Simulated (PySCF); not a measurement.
Cl₂Sb, doublet, geometry from GFN2-xTB (the spin is typed, not shown lowest) (core potentials on Sb). Base run: BLYP/def2-SV(P) (PySCF).

Here is a job for PySCF.
```python
from pyscf import gto, scf, dft

mol = gto.Mole()
mol.atom = '''
    Sb    0.405002   -0.023054    0.496897
    Cl    0.725548    0.355362   -1.816982
    Cl   -1.940554   -0.286199    0.326292
'''
mol.basis = 'def2-sv(p)'
mol.ecp = {'Sb': 'def2-sv(p)'}
mol.charge = 0
mol.spin = 1
mol.verbose = 4
mol.build()

mf = dft.UKS(mol)
mf.xc = 'blyp'
mf.kernel()
mf.analyze()
```

Variants of this job, named by their change:

| change | ΔE vs base (µEh) | grid points | electrons on the grid |
|---|---|---|---|
| base | 0.0 | 59720 | 57.00000 |
| grids.level = 4 | 3.0 | 89512 | 57.00000 |
| grids.atom_grid = (30, 110) | -1197 | 7272 | 57.00120 |
| grids.level = 1 | -4.5 | 20664 | 56.99995 |
| grids.becke_scheme = stratmann | 1.2 | 59720 | 57.00000 |
| grids.radi_method = gauss_chebyshev | 1.2 | 57800 | 57.00000 |
| grids.atom_grid = (50, 194) | -10.4 | 18832 | 56.99994 |
| grids.atom_grid = (99, 590) | 3.5 | 88440 | 57.00000 |
| grids.atom_grid = (75, 302) | -2.8 | 40592 | 57.00000 |
| grids.radi_method = delley | 1.0 | 59552 | 57.00000 |
| grids.prune = dft.gen_grid.treutler_prune | 0.7 | 58920 | 57.00000 |

Open shells are given as the SCF converged; they aren't shown to be the lowest states, and a large step between rows can be another state.
